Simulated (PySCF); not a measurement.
The PySCF input:
```python
from pyscf import gto, scf, dft

mol = gto.Mole()
mol.atom = '''
    O    -0.000000   -0.000000   -1.491085
    Si    0.000000    0.000000    0.000000
    O     0.000000    0.000000    1.491085
'''
mol.basis = 'aug-cc-pvdz'
mol.charge = 0
mol.spin = 0
mol.verbose = 4
mol.build()

mf = dft.RKS(mol)
mf.xc = 'pbe0'
mf = mf.density_fit(auxbasis='def2-universal-jkfit')
mf.kernel()
```

Question: What is the computed dipole moment (DF-PBE0/aug-cc-pVDZ run with PySCF)?

Answer: 0.00 D

Question: Give the Mulliken (on the basis functions themselves) charges in atom order at the level DF-PBE0/aug-cc-pVDZ.

Answer: O1 -0.57, Si2 1.14, O3 -0.57

Question: Estimate the number of basis functions that DF-PBE0/aug-cc-pVDZ returns for this input.

Answer: 73
